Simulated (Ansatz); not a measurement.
Stepwise reaction of `[OH][Ta]([OH])([F])([F])[F]` with hydrogen fluoride, as a gas-phase model of exchange steps in deposition or etching. ΔE in kJ/mol; ΔG adds harmonic PBE0-D4 terms to CCSD(T)/CBS, at 1 bar.

Computed with Ansatz on PBE0-D4/def2-TZVP structures; ΔE is electronic, products minus reactants. CCSD(T)/CBS adds triple-zeta CCSD(T) − MP2 to the extrapolated MP2 energy (def2 sets, frozen cores). This one scheme is used for every species. Functionals use def2-TZVPP. B3LYP here is the variant with VWN-RPA as its local correlation; programs differ in this. def2 core potentials past Kr. For Ta outer-core shells are correlated without core-valence functions, which leaves a few kJ/mol of doubt a bond. Each species was taken in one conformer, which may not be the lowest.

```json
{"step": "1", "reaction": "`[OH][Ta]([OH])([F])([F])[F]` + H–F → `[OH][Ta]([F])([F])([F])[F]` + H₂O", "PBE-D4": "-37.0", "B3LYP-D4": "-35.9", "ωB97M-V": "-35.6", "CCSD(T)/CBS": "-30.3", "ΔG(400 K)": "-25.2"}
{"step": "2", "reaction": "`[OH][Ta]([F])([F])([F])[F]` + H–F → `[F][Ta]([F])([F])([F])[F]` + H₂O", "PBE-D4": "-37.9", "B3LYP-D4": "-36.1", "ωB97M-V": "-36.5", "CCSD(T)/CBS": "-31.0", "ΔG(400 K)": "-27.5"}
```

(1) By hand: ΔE of the 2 steps together at CCSD(T)/CBS.

Answers

(1) (-30.3) + (-31.0) = -61.3 kJ/mol, or -30.6 kJ/mol a step.

In ΔE the steps differ by no more than 0.7 kJ/mol. All are downhill at CCSD(T)/CBS. ΔG lies between -27.5 and -25.2 kJ/mol a step. PBE-D4 differs from CCSD(T)/CBS by -6.9 to -6.7 kJ/mol a step. Isolated molecules leave out the surface, adducts and barriers. Largest T1 diagnostic: 0.018.
